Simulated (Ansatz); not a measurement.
C$_{4}$H$_{10}$Si (`CC[Si]CC`) from Hartree–Fock to CCSD(T)

Cartesian coordinates in Å:
```
C 0.873 -0.506 1.650
C 0.075 0.768 1.329
Si 0.873 1.502 -0.236
C 0.183 0.340 -1.578
C -1.150 -0.379 -1.419
H 1.952 -0.316 1.687
H 0.593 -0.917 2.624
H 0.706 -1.286 0.904
H 0.165 1.474 2.160
H -0.986 0.529 1.211
H 0.225 0.884 -2.530
H 1.006 -0.393 -1.670
H -1.976 0.330 -1.325
H -1.371 -1.020 -2.277
H -1.166 -1.011 -0.529
```

Total charge 0; spin multiplicity 1. The geometry is a stationary point of PBE0-D4/def2-TZVP. It is one conformer, not always the lowest. Frozen core, restricted reference, Ansatz. CBS rows extrapolate triple and quadruple zeta; past MP2 they add the triple-zeta difference.

```tsv
basis	HF (Eh)	MP2 corr.	CCSD corr.	(T)	CCSD(T) total
def2-SVP	-445.96353	-0.66406	-0.73801	-0.02257	-446.72411
def2-TZVPP	-446.23522	-0.81484	-0.87821	-0.03552	-447.14895
def2-QZVPP	-446.25136	-0.86637	–	–	–
CBS(def2)	-446.25359	-0.90454	-0.96792	as TZ	-447.25703
```
